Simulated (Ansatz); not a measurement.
SnMe2 (C2H6Sn). Total charge 0; singlet. Geometry PBE0-D4/def2-TZVP.

```xyz
9

Sn    1.2886   -0.3800    0.7290
C    -0.5308   -1.4825    0.2085
H    -0.6519   -1.4846   -0.8800
H    -1.4025   -0.9696    0.6278
H    -0.5182   -2.5128    0.5648
C     0.5658    1.4720   -0.1901
H    -0.3503    1.7903    0.3189
H     0.3041    1.2863   -1.2367
H     1.2951    2.2810   -0.1422
```

In the def2 sets Sn takes a core potential; there is no spin–orbit coupling.

**Question.** Estimate the orbital energies around the gap (eV) in Ansatz with PBE-D4/def2-TZVP, r2SCAN-D4/def2-TZVPD, r2SCANh-D4/def2-TZVP, PBE0-D4/def2-TZVPD, ωB97X-V/def2-TZVP.

**Answer.** 
| orbital | PBE-D4/def2-TZVP | r2SCAN-D4/def2-TZVPD | r2SCANh-D4/def2-TZVP | PBE0-D4/def2-TZVPD | ωB97X-V/def2-TZVP |
| --- | --- | --- | --- | --- | --- |
| HOMO−5 | -9.59 | -9.98 | -10.54 | -11.15 | -13.73 |
| HOMO−4 | -9.58 | -9.97 | -10.51 | -11.10 | -13.66 |
| HOMO−3 | -9.22 | -9.60 | -10.14 | -10.74 | -13.28 |
| HOMO−2 | -9.21 | -9.60 | -10.13 | -10.72 | -13.24 |
| HOMO−1 | -6.25 | -6.52 | -6.94 | -7.45 | -9.72 |
| HOMO | -4.98 | -5.20 | -5.54 | -5.94 | -8.04 |
| LUMO | -3.05 | -2.93 | -2.64 | -2.32 | -0.40 |
| LUMO+1 | -0.26 | 0.09 | 0.37 | 0.21 | 1.98 |
| LUMO+2 | 0.23 | 0.38 | 1.10 | 0.26 | 2.56 |
| LUMO+3 | 1.09 | 1.14 | 2.11 | 0.77 | 3.47 |
| LUMO+4 | 1.76 | 1.99 | 2.80 | 1.76 | 4.08 |
| LUMO+5 | 2.40 | 2.03 | 3.38 | 1.77 | 5.27 |
